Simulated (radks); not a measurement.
The numbers below are computed, except where a source is named.
How relativity changes the ionisation of neutral holmium ([Xe] 4f11 6s2) to Ho+ ([Xe] 4f11 6s1). Spin-unpolarised spherical Kohn-Sham, PBE, point nucleus unless stated (finite: rms radius 5.2022 fm), a radial shooting solver on a logarithmic mesh with Libxc functionals. A level marked "c x" has the speed of light scaled by that factor and shares open shells by 2j + 1; other Dirac levels either fill j = l - 1/2 first or share by 2j + 1.

level                               E(Ho) (hartree)  E(Ho+) (hartree)  IE (eV)   HOMO  <r> HOMO (bohr)
non-rel.                                -12068.6607       -12068.4449    5.871     6s            4.360
scalar-rel.                             -12616.3479       -12616.1160    6.309     4f           0.8562
scalar-rel., finite nucleus             -12615.1613       -12614.9295    6.308     4f           0.8562
Dirac, 2j+1 shares                      -12628.4588       -12628.2269    6.312  4f7/2           0.8677
Dirac, low j first                      -12628.5049       -12628.2730    6.310  4f7/2           0.8698
Dirac, 2j+1 shares, finite nucleus      -12627.2641       -12627.0322    6.311  4f7/2           0.8677
Dirac, c x 1.25                         -12410.3800       -12410.1550    6.124  6s1/2            4.183
Dirac, c x 3                            -12124.3495       -12124.1323    5.910  6s1/2            4.332
Dirac, c x 100                          -12068.7102       -12068.4944    5.871  6s1/2            4.360

NIST Atomic Spectra Database: 6.022 eV (measured). The relativistic part of the total energy of Ho is -558.6 hartree (Dirac, 2j+1 shares, finite nucleus), 4.6 % of the non-relativistic value. Spin polarisation and multiplet splitting of open shells are left out at every level.

Beside tabulated values, note that relativity, absent from the non-relativistic runs, is large for the heavy elements, and spin-unpolarised runs miss the spin-polarisation part of the exchange energy of open shells.
